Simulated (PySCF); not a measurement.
B(H)(Cl)(NH2) (BClH₃N), SMILES ClBN.

The structure is a stationary point at PBE0-D3(BJ)/def2-TZVP. One conformer was computed; it need not be the lowest.

Vertical ionisation energy (IE) and electron affinity (EA) in eV. Rows of orbital energies are one-electron estimates. Where ΔSCF, EOM or ADC give a negative EA the extra electron is unbound and the value depends on the basis.

```json
[
 {"level": "−ε(HOMO), −ε(LUMO), ωB97X/def2-TZVPD (PySCF)", "IE": "10.89", "EA": "-1.49"},
 {"level": "ADC(2)/aug-cc-pVDZ (PySCF)", "IE": "10.31", "EA": "-0.65"}
]
```

### Question
Beyond the first one, list the lowest photoelectron lines from ADC(2)/aug-cc-pVDZ in PySCF with their pole strengths (two spins summed). (The exact figures need the calculation; the answer reports its results.)

### Answer
10.92 eV (1.82), 12.20 eV (1.80), 12.95 eV (1.82), 14.62 eV (1.79), 17.16 eV (1.75).
